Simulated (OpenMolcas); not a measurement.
**Ar III: Slater's ratio, worked from levels**

- Program: OpenMolcas
- Basis: ANO-R2 [5s4p3d1f]
- Scalar Hamiltonian: X2C, finite nucleus
- Active space: 6 electrons in 9 orbitals (RAS2 3s 3p; RAS3 3d, at most 2 electrons)
- State averaging: 2S+1 = 3 even, 3 roots; 2S+1 = 1 even, 7 roots; 2S+1 = 3 odd, 3 roots; 2S+1 = 1 odd, 3 roots
- Spin-orbit coupling: state interaction with AMFI integrals over the reference wave functions, term energies averaged over their components

Methods: RASSCF; MS-RASPT2, IPEA 0.25 Eh, imaginary shift 0.1 Eh (closed shells correlated: 2s 2p). Measured levels: Saloman, J. Phys. Chem. Ref. Data 39, 033101 (2010).

**Slater's ratio.** With one set of orbitals, p4 has 1D - 3P = 6 F2 and 1S - 1D = 9 F2 (F2 = F²/25), a ratio of 3/2. Term energies are centres of gravity, weighted by 2J + 1.

| Source | 1D - 3P | 1S - 3P | F2 from the first | Ratio |
| --- | --- | --- | --- | --- |
| RASSCF | 15537 | 34413 | 2590 | 1.215 |
| MS-RASPT2 | 14008 | 33299 | 2335 | 1.377 |
| measured | 13465 | 32721 | 2244 | 1.430 |

Energies in cm-1. A ratio away from 3/2 shows effects beyond one configuration with one set of orbitals, and in heavier atoms second-order spin-orbit shifts.

Term energies are means over components that CASPT2 splits; among the terms shown or strongly mixed into the levels shown the widest spread is 160 cm-1 (3s2 3p4 1D, MS-RASPT2). The run also gave levels led by 3s 3p4 3d, which use shells meant for correlation; these and all levels above them are left out. Computed and measured levels are paired by configuration, term and J; levels that our copy of the source lacks, or whose pairing is in doubt (as where it misses far off the trend of its configuration), stay unpaired and out of the deviations. Only configurations of the active space appear.
